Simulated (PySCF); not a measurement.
# Spinor energies of Re³⁶⁺ (rhenium, charge +36)

Start: [Kr] 4d3; 4d3/2 filled at m_j = -1/2, +1/2, +3/2. Calculated with PySCF 2.14 in an uncontracted even-tempered set (17 s from 3.9 bohr⁻², ratio 2.8; 14 p from 5.1 bohr⁻², ratio 2.8; 9 d from 5.1 bohr⁻², ratio 2.8; 3 f from 19 bohr⁻², ratio 3): generalised Hartree-Fock with the X2C-1e Hamiltonian and a Gaussian nucleus; one run each with spin-orbit coupling (SO) switched off, then screened by Boettger's factors.

| spinor shell | electrons | ε, spin-free (eV) | ε, screened SO (eV) | weight of nominal j (screened SO) | rms radius, screened SO (bohr) |
| --- | --- | --- | --- | --- | --- |
| 1s1/2 | 2 | -73591.9 | -73567.3 | 1.000 | 0.0204 |
| 2s1/2 | 2 | -14166.8 | -14158.1 | 1.000 | 0.0824 |
| 2p1/2 | 2 | -12563.2 | -13594.8 | 1.000 | 0.0700 |
| 2p3/2 | 4 | -12563.2 | -12145.2 | 1.000 | 0.0775 |
| 3s1/2 | 2 | -4480.2 | -4476.7 | 1.000 | 0.209 |
| 3p1/2 | 2 | -3996.5 | -4227.7 | 1.000 | 0.200 |
| 3p3/2 | 4 | -3996.5 | -3899.8 | 1.000 | 0.214 |
| 3d3/2 | 4 | -3450.3 | -3493.5 | 1.000 | 0.188 |
| 4s1/2 | 2 | -1959.7 | -1958.2 | 1.000 | 0.436 |
| 4p1/2 | 2 | -1775.2 | -1853.9 | 0.999 | 0.437 |
| 4p3/2 | 4 | -1775.2 | -1741.2 | 1.000 | 0.465 |
| 4d3/2 | 3 | -1578.8 | -1586.5 | 0.995 | 0.448 |

Question: Where does 3d5/2 lie, and what is the 3d spin-orbit splitting (screened SO)?

Answer: At -3417.7 eV, 75.832 eV above 3d3/2.

| quantity | spin-free | screened SO |
| --- | --- | --- |
| E (hartree) | -15925.40728 | -15947.47901 |
| M_J | 3/2 | 3/2 |
| ⟨J²⟩ | 6.751 | 3.785 |
| ⟨L²⟩ | 12.001 | 7.907 |
| ⟨S²⟩ | 3.750 | 2.166 |

Each row is a mean over spinors that exchange with the open shell spreads, by up to 12.653 eV (4p1/2).

Breit and QED terms are absent; they matter most for the inner s and p1/2 levels.

Densities and radii are taken from the X2C orbitals without a picture-change correction, which distorts them close to the nucleus.

Without spin-orbit coupling the j labels of p, d and f shells carry no meaning; the spin-free column gives the mean over the occupied spinors of each nl shell, and its ⟨J²⟩ belongs to a mixture of degenerate components.
